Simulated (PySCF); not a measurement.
Coordinates in bohr (charge 0 multiplicity 4):
```
Ga    0.0137    0.6322    0.0000
O    -0.0295   -1.3640    2.8569
O    -0.0295   -1.3640   -2.8569
```

These are results of UPBE0/[Ga def2-TZVP, O def2-TZVP], no relativity, density fitting, PySCF, not measurements.

This geometry of GaO₂ is a stationary point at this level.

Task: What is the point group?

Result: C2v.

Task: Is it a minimum?

Result: Yes: all harmonic wavenumbers are real.

Task: Which band is strongest in the infrared?

Result: 605 cm⁻¹, 58 km/mol.

Task: Give the atomic charges and bond orders.

Result: 
```
atom  Mulliken  Löwdin  polar tensor  spin (Mulliken)  Mayer order to Ga1
 Ga1      0.54    0.18          0.85             0.73                   –
O2,3     -0.27   -0.09         -0.43             1.14                1.03
```

Task: Give the ideal-gas entropy at 298.15 K and 1 bar by parts.

Result: translation 166.4, rotation 92.9, vibration 14.3, spin 11.5; total 285.1 J/(mol K).

The spin densities have lower symmetry than the nuclear frame, so modes carry no symmetry labels. Only a few start shapes were tried, so a lower isomer may exist. At this level a doublet minimum of D∞h symmetry lies 157 kJ/mol below this structure.
